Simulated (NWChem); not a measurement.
Molecule: GeH$_{2}$BrCl; SMILES [Cl][GeH2][Br]

```xyz
5

Ge    -0.6761     0.5565     0.0000
Cl     0.8893     2.0334     0.0000
Br     0.2708    -1.5374     0.0000
H     -1.4790     0.7170     1.2930
H     -1.4790     0.7170    -1.2930
```
Atoms are numbered in this order, from 1.

Computed with NWChem. Geometry: optimised at PBE0/def2-SVP. Vertical excitations in the gas phase; the lowest state need not have the same character in each row.

For level PBE/def2-SVPD, TDA:

| Item | Value |
|---|---|
| lowest excitation, singlet (eV) | 5.38 |
| lowest state with f > 0.02, singlet (eV) | 5.58 |
| orbital gap (eV) | 5.16 |

Task: What are these values for level BHandHLYP/def2-SVPD, TDA?

Result: 
| Property | Result |
|---|---|
| lowest excitation, singlet (eV) | 6.36 |
| lowest state with f > 0.02, singlet (eV) | 6.49 |
| orbital gap (eV) | 9.35 |
